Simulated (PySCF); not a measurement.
CH₁₀FNSi₃, SMILES F[Si@H]([SiH2]N)C[SiH3].

Coordinates come from a B3LYP-D3(BJ)/def2-SVP optimisation. The structure was generated by enumeration; whether it is a known compound was not checked. Other conformers were not sampled.

Two levels are set side by side: PBE/def2-TZVP (PySCF) and r2SCAN/def2-TZVP (PySCF). Same geometry, gas phase. Differences are taken from unrounded values.

| quantity | r2SCAN | PBE | PBE minus r2SCAN |
|---|---|---|---|
| orbital gap (eV) | 5.45 | 4.81 | -0.64 |
| highest occupied level (eV) | -6.31 | -6.01 | 0.30 |
| lowest empty level (eV) | -0.86 | -1.20 | -0.34 |
| dipole moment (D) | 2.60 | 2.53 | -0.07 |

Rough cost on one machine, each run with all the roots and properties that it gave: r2SCAN against PBE about 2 times.
